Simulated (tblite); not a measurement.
C6H6NOS (charge +1).
Z-matrix (Å and degrees, GFN2-xTB geometry), rows numbered from 1:
```
N 
C   1  1.3284
C   2  1.4051  1  121.64
C   3  1.3747  2  124.22  1   179.81
C   4  1.5005  3  119.84  2   179.93
O   5  1.1932  4  122.80  3   179.88
C   4  1.4141  3  123.18  2     0.04
C   7  1.3533  4  122.99  3     0.19
S   8  1.7104  7  124.63  4    -0.25
H   1  1.0096  2  120.96  3     0.08
H   1  1.0090  2  121.55  3  -179.99
H   3  1.0829  2  117.00  1    -0.24
H   5  1.1024  4  114.07  3    -0.14
H   7  1.0827  4  116.83  3  -179.87
H   8  1.0797  7  122.35  4   179.86
```

Structure optimised with GFN2-xTB, isolated species.

Masses are those of the commonest isotopes; rigid-rotor values at the optimised geometry. The values belong to one conformer with, in the numbering `[NH2:1][c:2]1[cH:3][c:4]([CH:5]=[O:6])[cH:7][cH:8][s+:9]1`, C3–C4–C5–O6 180°.

(1) Give the principal moments of inertia and the rotational constants in cm⁻¹.

(2) What kind of rotor is it?

(3) Is it planar, by Δ = Ic − Ia − Ib?

(4) Estimate the classical rotational partition function at 50 K, 298.15 K and 500 K.

Results:

(1) Ia = 176.19, Ib = 512.67, Ic = 688.86 u·Å²; 505379 MHz·u·Å²/I gives 2868, 985.8 and 733.7 MHz, that is A = 0.09568, B = 0.03288, C = 0.02447 cm⁻¹.

(2) An asymmetric top; Ray's κ = -0.764.

(3) Planar: Δ = Ic − Ia − Ib = 0.00 u·Å². For a rigid frame Δ = −2 Σ m c², so it vanishes when all atoms lie in the ab plane; here none is more than 0.01 Å from it.

(4) Point group Cs, symmetry number σ = 1; q = (√π/σ)·√((kT/h)³/(ABC)), k/h = 20836.6 MHz/K: 41400 at 50 K, 603000 at 298.15 K, 1310000 at 500 K.

Its GFN2-xTB frequencies are all real (lowest 70 cm⁻¹). These are rigid-rotor constants of the computed structure; measured ground-state constants (B0) also hold zero-point vibration.
